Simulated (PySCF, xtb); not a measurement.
Se(I)(GeH3) (GeH3ISe), SMILES [Se](I)[GeH3].

Harmonic wavenumbers (cm⁻¹) from GFN2-xTB in xtb 6.7.1 at its own minimum, in rising order: 65, 118, 259, 265, 470, 473, 735, 806, 838, 1919, 2008, 2032.

### Question
What does PySCF 2.14.0 with B3LYP-D3(BJ)/def2-SVP give at its own minimum? (The exact figures need the calculation; the answer reports its results.)

### Answer
74, 116, 236, 275, 525, 539, 808, 858, 879, 2128, 2148, 2150. Paired by order, the mean absolute difference is 67 cm⁻¹ and the zero-point energies are 14.3 and 15.3 kcal/mol.
